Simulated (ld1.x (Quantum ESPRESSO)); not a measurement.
# Ranking TM potentials for chlorine

All share these settings but for the change named:

```
Element                 : chlorine
Generator               : ld1.x (Quantum ESPRESSO) 7.5
Type                    : norm-conserving Troullier–Martins (Kleinman–Bylander form)
Functional              : PBE
Relativity              : scalar-relativistic
Frozen core             : [Ne]
Valence charge          : 7
Reference configuration : 3s2 3p3.5 (charge +1.5)
Partial waves           : 3s (bound): rc 1.20 bohr; 3d channel at 0.45 Ry: rc 1.45 bohr; 3p (bound): rc 1.45 bohr
Local potential         : the p channel
Core correction         : Bessel-smoothed model core inside 0.80 bohr
```

Test errors are all-electron minus pseudo excitation energies from the reference, over 3s2 3p5; 3s2 3p4; 3s2 3p3; 3s2 3p4.5; 3s2 3p2; 3s1 3p6; 3s2 3p1. None of these files shows a bound ghost.

The base gives 116.9 meV.

Of 11 variants that were run, those that failed, showed a ghost or another fault, or gave nearly equal values are left out.

A variant can come out equal or close to the base, since the largest error may sit in a test that the change hardly touches while other tests move.

**Question.** Rank these variants by their largest absolute test error, smallest first.
A. wave 3s (bound): rc 1.20 bohr becomes 3s (bound): rc 1.80 bohr
B. wave 3p (bound): rc 1.45 bohr becomes 3p (bound): rc 2.16 bohr
C. functional PBEsol

**Answer.** B (63.8 meV), C (122.4 meV), A (196.4 meV).
